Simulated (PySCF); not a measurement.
C2H7MgNO (SMILES C[N](C)[Mg][OH]), singlet, at a GFN2-xTB geometry (such geometries of metal compounds can be far from the true shape). Base run: M062X/6-31G in PySCF.

Input for PySCF:
```python
from pyscf import gto, scf, dft, solvent

mol = gto.Mole()
mol.atom = '''
    Mg    0.28127382    0.64091694   -1.04204100
    O     1.84991306    0.96613139   -0.41869814
    H     2.71250343    1.35780111   -0.49743233
    N    -0.91319110   -0.40873840    0.07165394
    C    -1.21366878    0.24860502    1.31424671
    C    -0.40578288   -1.73163651    0.31435016
    H    -1.97766872   -0.33173794    1.84794564
    H    -0.33959216    0.34001289    1.97916562
    H    -1.60741060    1.24656560    1.11269086
    H     0.50879236   -1.73949642    0.92914514
    H    -1.16930472   -2.31315135    0.84745737
    H    -0.19286223   -2.22069064   -0.63805393
'''
mol.basis = '6-31g'
mol.verbose = 4
mol.build()

mf = dft.RKS(mol)
mf.xc = 'm062x'
mf.kernel()
```

Base: dipole (D) 4.67; HOMO-LUMO gap (eV) 4.25.

A changed run: ΔE vs base (kJ/mol) -90.0; dipole (D) 6.15; HOMO-LUMO gap (eV) 6.11.

Question: What was changed between the two runs?
(A) model = IEF-PCM; solvent = acetonitrile; vdw_scale = 1.1
(B) model = IEF-PCM; solvent = acetonitrile; vdw_scale = 1.0
(C) model = IEF-PCM; solvent = methanol
(D) model = ddCOSMO; solvent = acetonitrile
(E) model = IEF-PCM; solvent = acetonitrile; r_probe = 0.5

Answer: C, model = IEF-PCM; solvent = methanol

The base is the gas phase, so ΔE is the electrostatic part of solvation at a fixed geometry, without cavity and dispersion terms.
